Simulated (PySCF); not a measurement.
Adding and removing an electron: KBr

RHF-MP2; K x2c-SVPall, Br x2c-SVPall; spin-free X2C with a Gaussian nucleus (PySCF 2.14). Neutral (RHF): singlet (closed shell), Re = 2.857 Å, ωe = 222 cm⁻¹, De = 3.62 eV.

KBr⁺ (UHF): doublet (π ↑), Re = 3.468 Å, ωe = 83.8 cm⁻¹, De = 0.27 eV to K⁺ + Br. The energies at the minima are -3205.70703 hartree for KBr and -3205.43265 for KBr⁺.

Task: Work out the adiabatic ionisation energy, without and with harmonic zero-point energies (1 hartree = 27.2114 eV, 1 eV = 8065.5 cm⁻¹), and the change of the bond length.

Result: At MP2: 0.27438 hartree = 7.466 eV between the minima; the zero-point term (83.8 − 222.0)/2 cm⁻¹ = -0.009 eV makes it 7.458 eV. Re changes by +61.1 pm against the neutral. The electron leaves a π orbital, and the ion is left as a loose complex of an ion and an atom.

Correlated steps freeze 14 core orbitals. Weak bonds: KBr⁺. Basis-set superposition, not corrected here, can be much of De in a small basis, most of all at correlated wavefunction levels. Spin–orbit coupling is left out. For an ion De counts to the pair picked by the measured ionisation energies or electron affinities, which need not be the lowest pair at this level. Where the molecule has an RHF reference, its open-shell atoms are computed with UHF. States were picked by a PBE0 search and need not be the measured ground states.

Neutral and ion stand on different kinds of reference determinant, which adds to the error of the difference.
